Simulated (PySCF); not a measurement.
SnBrI, SMILES [Br][Sn][I] (connectivity only; charge and spin as stated), neutral, multiplicity 1.

Coordinates come from a B3LYP-D3(BJ)/def2-SVP optimisation. The def2 effective core potentials stand for the cores of I, Sn; spin–orbit coupling is left out.

Level of theory: PBE0/def2-TZVPD in PySCF.

Isolated molecule, no solvent.

Computed frontier levels, gap, dipole moment and polarisability:
```yaml
highest_occupied_level: -7.46 eV
lowest_empty_level: -3.38 eV
orbital_gap: 4.08 eV
dipole_moment: 3.01 D
quadrupole, principal values (traceless, Buckingham form, about the centre of nuclear charge): -9.43, 4.18, 5.25 D·Å
mean_static_polarisability: 107.5 bohr³ (15.93 Å³)
polarisability_principal_values: 75.2, 103.3, 143.9 bohr³
```
